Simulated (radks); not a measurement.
Initial-state core-level shifts of the palladium ion Pd+ when its valence configuration changes from [Kr] 4d9. All-electron calculation, scalar-relativistic Kohn-Sham, LDA (Slater exchange, Perdew-Wang correlation), spin-unpolarised, spherical densities, point nucleus. Program: a radial shooting solver on a logarithmic mesh with Libxc functionals. Shifts are changes of the shell-averaged eigenvalues in eV (positive: less bound).

4d8.5 5s0.5: 1s -2.150; 3s -2.229; 4s -2.065; 4p -1.984
4d7 5s2: 1s -9.290; 3s -9.600; 4s -8.713; 4p -8.346
4d8 5p1: 1s -5.880; 3s -6.024; 4s -5.678; 4p -5.508
4d8 5s1: 1s -4.415; 3s -4.573; 4s -4.208; 4p -4.040
4d7.5 5s1.5: 1s -6.796; 3s -7.031; 4s -6.427; 4p -6.163
4d7 5p2: 1s -12.079; 3s -12.375; 4s -11.486; 4p -11.105
4d8.5 5p0.5: 1s -2.902; 3s -2.972; 4s -2.823; 4p -2.743
4d8 5s0.5 5p0.5: 1s -5.158; 3s -5.308; 4s -4.953; 4p -4.784
4d7 5s0.5 5p1.5: 1s -11.409; 3s -11.706; 4s -10.819; 4p -10.441
